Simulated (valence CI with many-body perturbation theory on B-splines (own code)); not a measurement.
## Au⁶⁴⁺: fill in the table

Calculated by relativistic CI+MBPT: five valence electrons over a frozen Dirac-Fock core [Ne], radial functions for each j: 11 s, 11 p, 10 d, 8 f, 5 g, 2 h, with the one-electron correlation potential Σ1, the two-electron term Σ2, the three-electron term Σ3, Breit, model QED; selected CI, second order for the rest, scaled by the run's own slope (own B-spline code, finite nucleus).

The last digits are not significant, and no measured levels were compared; by estimate large intervals hold to a few tenths of a per cent, small ones and those within an open d or f shell to about a per cent. Among the levels kept, up to 3200 cm⁻¹ of a level comes from second order outside the variational space, and about a tenth of that is noise between levels of different J, which matters for small intervals.

| Level | E (Ry) |
| --- | --- |
| (3s^2 3p1/2^2 3p3/2) J=3/2 | 0.000 |
| (3s^2 3p1/2^2 3d3/2) J=3/2 | 18.367 |
| (3s^2 3p1/2^2 3d5/2) J=5/2 | 27.549 |
| (3s^2 3p1/2 3p3/2^2) J=3/2 | 34.684 |
| (3s^2 3p1/2 3p3/2^2) J=5/2 | 35.611 |
| (3s^2 3p1/2 3p3/2^2) J=1/2 | 36.845 |
| (3s 3p1/2^2 3p3/2^2) J=5/2 | ? |
| (3s 3p1/2^2 3p3/2^2) J=3/2 | 51.243 |
| (3s 3p1/2^2 3p3/2^2) J=1/2 | 51.471 |
| (3s^2 3p1/2 3p3/2 3d3/2) J=5/2 [a] | ? |
| (3s^2 3p1/2 3p3/2 3d3/2) J=1/2 [a] | ? |
| (3s^2 3p1/2 3p3/2 3d3/2) J=3/2 [a] | 53.141 |
| (3s^2 3p1/2 3p3/2 3d3/2) J=7/2 | ? |
| (3s^2 3p1/2 3p3/2 3d3/2) J=5/2 [b] | 56.201 |
| (3s^2 3p1/2 3p3/2 3d3/2) J=1/2 [b] | ? |
| (3s^2 3p1/2 3p3/2 3d3/2) J=3/2 [b] | 57.184 |
| (3s^2 3p1/2 3p3/2 3d5/2) J=7/2 [a] | 60.939 |
| (3s^2 3p1/2 3p3/2 3d5/2) J=9/2 | 61.960 |
| (3s^2 3p1/2 3p3/2 3d5/2) J=3/2 [a] | 61.988 |
| (3s^2 3p1/2 3p3/2 3d5/2) J=5/2 [a] | ? |

Levels are named by their leading jj configuration (3d3/2^4 stands for four electrons in 3d with j = 3/2), which in mixed levels can hold well under half, so a name can repeat and another be missing. Letters in brackets count levels of one name in rising energy.

(1) The levels stand in rising order. What does the calculation give for the missing energies?

## Answers

(1) (3s 3p1/2^2 3p3/2^2) J=5/2 48.944; (3s^2 3p1/2 3p3/2 3d3/2) J=5/2 [a] 52.821; (3s^2 3p1/2 3p3/2 3d3/2) J=1/2 [a] 53.099; (3s^2 3p1/2 3p3/2 3d3/2) J=7/2 53.798; (3s^2 3p1/2 3p3/2 3d3/2) J=1/2 [b] 57.078; (3s^2 3p1/2 3p3/2 3d5/2) J=5/2 [a] 62.260.
